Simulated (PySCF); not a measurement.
# Br: electron affinity

Br⁻ [Kr] (1S) → Br [Ar] 3d10 4s2 4p5 (2P), as a difference of total energies. Computed with PySCF 2.14 in dyall-av2z, with the non-relativistic Hamiltonian (point nucleus). Correlated levels: valence: [Ar] 3d10 frozen; virtual orbitals above 40 to 60 times the deepest correlated orbital energy dropped. The calculations carry no spin-orbit coupling.

```csv
method,electron affinity (eV)
UHF,2.498
LDA,3.826
PBE0,3.534
r2SCAN,3.597
BP86,3.693
B97-3,3.495
B3LYP,3.608
MP2 (valence),3.396
SCS-MP2 (valence),3.317
```

**Question.** Estimate what PBE gives.

**Answer.** 3.566 eV, closest to r2SCAN among the rows shown.

**Question.** Estimate what PBEsol gives.

**Answer.** 3.595 eV, closest to r2SCAN among the rows shown.

A first-order spin-orbit estimate (lowest level to lowest level, LS coupling) adds -0.132 eV.

These non-relativistic numbers lack the scalar-relativistic shift.

Errors of the correlated levels include the incompleteness of this basis and the frozen core.

In the anion the highest occupied orbital energy is positive at PBE, PBEsol, a self-interaction effect; the basis confines that electron, and the energy difference can still be sensible.

For comparison: 3.364 eV (measured; photodetachment measurements, as compiled on the Wikipedia data page of electron affinities).
